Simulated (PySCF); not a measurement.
Problem. Write Cartesian coordinates for `CO/C=C(\C)C#N` as optimised with GFN2-xTB.

Solution. 
```xyz
14
C5H7NO angstrom
C      2.488   -0.135    0.432
O      1.138   -0.488    0.237
C      0.233    0.487    0.463
C     -1.087    0.290    0.317
C     -1.700   -1.012   -0.108
C     -1.961    1.363    0.574
N     -2.693    2.224    0.777
H      3.072   -1.025    0.207
H      2.787    0.675   -0.241
H      2.673    0.170    1.466
H      0.618    1.453    0.774
H     -2.274   -0.879   -1.025
H     -0.915   -1.744   -0.277
H     -2.378   -1.381    0.661
```

Any rigid rotation of these coordinates is as good. Atoms count from 1 in this order. O2 (ether oxygen) is bent (angle 116.0°). The 3 C–C bonds span 1.342 Å (C3=C4, drawn double) to 1.501 Å (C4–C5, drawn single), a spread of 0.159 Å. The 2 C–O bonds span 1.349 Å (O2–C3, drawn single) to 1.409 Å (C1–O2, drawn single), a spread of 0.060 Å. Of the pairs four or more bonds apart, O2···H13 is among the closest relative to their van der Waals radii: 2.46 Å, 90 % of the sum of Bondi's values.

Bonds between heavy atoms (Å): C1–O2 1.409, O2–C3 1.349, C3=C4 1.342, C4–C5 1.501, C4–C6 1.408, C6≡N7 1.148.

The geometry is computed with GFN2-xTB (gas phase).

Point group: Cs (tolerance 0.08 Å). Stationary, but not proved a minimum. The numbers are those of one conformer (C1–O2–C3–C4 180°).
